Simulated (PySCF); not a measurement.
Ti(OH)3: what the settings change

Ti(OH)3: Ti(III) (d1), charge 0. The structure is a PBE0-D3(BJ)/def2-TZVP geometry optimised for multiplicity 2; coordination trigonal planar, point group C3h, metal–donor distances 1.80 Å.

```
7

Ti    0.000    0.000    0.000
O     1.802    0.000    0.000
H     2.654    0.428    0.000
O    -0.901    1.560    0.000
H    -1.697    2.084    0.000
O    -0.901   -1.560    0.000
H    -0.957   -2.512    0.000
```

Method (PySCF 2.14, density fitting): CASSCF(1,5) with orbitals averaged over all microstates of the shell, strongly contracted NEVPT2 on the averaged canonical orbitals; basis x2c-TZVPall on the metal, x2c-SVPall elsewhere; spin-free X2C; gas phase; spin-orbit coupling by state interaction with the mean-field operator over all roots.

Base run: NEVPT2 ground state 2A', next 2E'' at 8906, then 2E' at 22396 cm⁻¹, ζ 121 cm⁻¹, g 1.933 1.933 2.002, μeff(300 K) 1.75 μB.

Problem. What happens with the basis x2c-TZVPall on all atoms?

Solution. NEVPT2 ground state 2A', next 2E'' at 8545, then 2E' at 21840 cm⁻¹, ζ 121 cm⁻¹, g 1.930 1.930 2.002, μeff(300 K) 1.75 μB. It took 4 s against 2.1 s on a shared host of the same kind.

NEVPT2 lifts 2E'' from 6027 to 8906 cm⁻¹; on the d shell alone such lifts tend to overshoot. NEVPT2 on the d shell alone tends to put d–d bands too high for such charged or covalently bound ions.
